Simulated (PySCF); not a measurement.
# Reading the logs of faulty runs: AlBH3NO

These are calculations, not measurements. They come from PySCF 2.14.0, an open-source quantum chemistry program, on an isolated molecule that a program drew, which may never have been made. The molecule is AlBH3NO (charge 0, singlet), drawn as the SMILES string `O=B[NH][AlH2]`.

Each row is a Hartree-Fock (HF) and frozen-core CCSD(T) single point in the cc-pV(D+d)Z basis, meant for a local HF minimum. Run 1 is clean. Each other run has one planted mistake out of seven kinds, and not every kind appears here: one electron removed, one electron added, multiplicity raised by two, geometry at a saddle point, minimal basis STO-3G, one bond length entered in bohr, all coordinates scaled. The reference is restricted for singlets and unrestricted otherwise, and also for a bond in bohr. Adding or removing an electron swaps singlet and doublet. Electrons count all cores. HOMO and LUMO are orbital energies over both spins, the gradient is its largest component, and the lowest frequency (negative if imaginary) is given only where the gradient is small. Bond lengths are over the 6 bonds as drawn. T1 is the CCSD diagnostic: over 0.02 (restricted) or 0.045 (unrestricted) a single reference is doubtful.

Geometry of the clean run:
```xyz
7
AlBH3NO, angstrom
O    -2.4405   -1.1153    1.5457
B    -1.3606   -1.2205    1.0392
N    -0.1042   -1.3484    0.4577
Al    1.3104   -2.3310    0.9973
H    -0.0092   -0.7988   -0.3807
H     2.5938   -2.2442    0.0958
H     1.1508   -3.1822    2.3043
```

| run | electrons | basis functions | <S^2> | HOMO (eV) | LUMO (eV) | gradient (hartree/bohr) | lowest frequency (cm^-1) | mean bond (Å) | longest bond (Å) | T1 | HF (hartree) | CCSD(T) (hartree) | mistake |
|---|---|---|---|---|---|---|---|---|---|---|---|---|---|
| 1 | 36 | 80 | 0.000 | -11.83 | 1.18 | 2.7e-05 | 146 | 1.4231 | 1.805 | 0.0171 | -397.78843 | -398.31624 | no fault |
| 2 | 36 | 80 | 0.745 | -11.61 | 0.40 | 2.2e-02 | - | 1.5724 | 1.903 | 0.0593 | -397.64548 | -398.17156 | one bond length entered in bohr |
| 3 | 36 | 80 | 0.000 | -12.26 | 1.50 | 2.5e-01 | - | 1.2992 | 1.648 | 0.0136 | -397.71212 | -398.22274 | all coordinates scaled |
| 4 | 37 | 80 | 0.766 | 0.39 | 7.41 | 4.7e-02 | - | 1.4231 | 1.805 | 0.0168 | -397.75897 | -398.29766 | one electron added |
| 5 | 36 | 80 | 2.005 | -5.85 | -3.81 | 5.7e-02 | - | 1.4231 | 1.805 | 0.0630 | -397.56533 | -398.09227 | ? |
| 6 | 35 | 80 | 0.840 | -16.34 | -10.21 | 6.0e-02 | - | 1.4231 | 1.805 | 0.0267 | -397.37481 | -397.88684 | ? |

**Which mistake was planted in run 5, and what did it cost?**

Electrons, basis and geometry are unchanged, and <S^2> is 2.005, beside S(S+1) = 2.00 for a multiplicity of 3. So the mistake is: multiplicity raised by two. Subtracting run 1 and multiplying by 627.51 kcal/mol a hartree, the energy moved by 140.0 kcal/mol in HF and 140.5 kcal/mol in CCSD(T).

**Which mistake was planted in run 6, and what did it cost?**

It counts 35 electrons, one fewer than the clean run, at the same geometry and basis. So the mistake is: one electron removed. Subtracting run 1 and multiplying by 627.51 kcal/mol a hartree, the energy moved by 259.6 kcal/mol in HF and 269.5 kcal/mol in CCSD(T).

Cautions from the logs. Run 2: T1 is over the limit, so its CCSD(T) energy is less reliable; run 4: the HOMO is above zero, so the electron isn't bound and the energy depends on the basis; run 5: T1 is over the limit, so its CCSD(T) energy is less reliable.
